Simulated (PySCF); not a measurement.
# Ionisation energy of Ti¹¹⁺ by level of theory

Ti¹¹⁺ [Ne] 3s1 (2S) → Ti¹²⁺ [Ne] (1S), as a difference of total energies. All numbers are calculated (PySCF 2.14, the non-relativistic Hamiltonian (point nucleus), in an even-tempered Gaussian basis (17 s from 0.59 bohr⁻², ratio 2.5; 11 p from 0.76 bohr⁻², ratio 2.5; 5 d from 3.3 bohr⁻², ratio 2.7; 4 f from 5 bohr⁻², ratio 2.7)). Correlated levels: outer shells: 1s2 frozen; virtual orbitals above 40 to 60 times the deepest correlated orbital energy dropped. The calculations carry no spin-orbit coupling.

```tsv
method	ionisation energy (eV)
UHF	289.38
MP2 (outer shells)	289.93
SCS-MP2 (outer shells)	289.83
CCSD (outer shells)	289.93
CCSD(T) (outer shells)	289.94
```

**Question.** How much does correlation contribute at CCSD(T) (outer shells)?

**Answer.** 289.94 − (289.38) = 0.56 eV, measured against UHF.

These non-relativistic numbers lack the scalar-relativistic shift.

For comparison: 291.50 eV (semi-empirical (NIST evaluation); NIST Atomic Spectra Database, ionization energies).
